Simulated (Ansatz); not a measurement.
Molecule: CH$_{3}$Se, charge -1, multiplicity 1. 
Coordinates optimised at B3LYP-D3(BJ)/def2-TZVP (Ansatz, a first-principles code):
```xyz
5

C     -1.5501     0.0161    -0.0333
Se     0.4446    -0.0046     0.0095
H     -1.9271    -0.5961    -0.8570
H     -1.9249     1.0344    -0.1674
H     -1.9625    -0.3779     0.8995
```
Charge -1, spin multiplicity 1.

Basis-set convergence of Hartree-Fock and MP2 correlation energies (hartree) with Ansatz. Valence correlation only, unless marked. Spin-orbit coupling is left out. Frozen are the shells of the preceding noble gas and the d and f shells that filled before the atom's block. Non-relativistic.

| basis | functions | E(HF) | E(corr, MP2) |
|---|---|---|---|
| aug-cc-pVDZ | 86 | -2439.44711 | -0.28933 |
| aug-cc-pVTZ | 174 | ? | ? |

Fill in the missing entries.


- aug-cc-pVTZ, E(HF): -2439.53116
- aug-cc-pVTZ, E(corr, MP2): -0.35421
